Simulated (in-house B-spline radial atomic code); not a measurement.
Configurations of Kr5+, with energies counted from [Ar] 3d10 4s2 4p1. Computed with a radial B-spline atomic code at the basis-set limit: non-relativistic PBE0, spin-polarised, spherical fractional occupations, exact exchange averaged over the configuration, point nucleus. Shells without spins written out take the highest spin.

Occupations are held fixed; configurations that lie above the ionisation limit could autoionise.

```tsv
configuration	E - E(ref) (eV)	highest orbital	its <r> (bohr)
[Ar] 3d10 4s1 4p2	12.324	4p up	1.539
[Ar] 3d10 4s2 5f1	56.066	5f up	4.77
[Ar] 3d10 4s1 4p1 4f1	58.016	4f up	2.58
[Ar] 3d9 4s2 4p2	90.975	4p up	1.497
[Ar] 3d9 4s2 4p1 4d1	117.14	4d up	1.819
```

Task: Order these further configurations by energy, lowest first.
A. [Ne] 3s2 3p5 3d10 4s2 4p1 5d1
B. [Ne] 3s2 3p5 3d10 4s2 4p2
C. [Ar] 3d9 4s2 4p1 4f1
D. [Ar] 3d9 4s2 4p1 5f1
E. [Ar] 3d10 4s1 4p1 5f1

Result: E (70.026 eV), C (138.91 eV), D (151.13 eV), B (204.02 eV), A (255.72 eV).

Task: How far above the reference does [Ar] 3d10 4s2 5s1 lie?

Result: 33.34 eV; its least bound orbital is 5s up with <r> = 2.854 bohr.
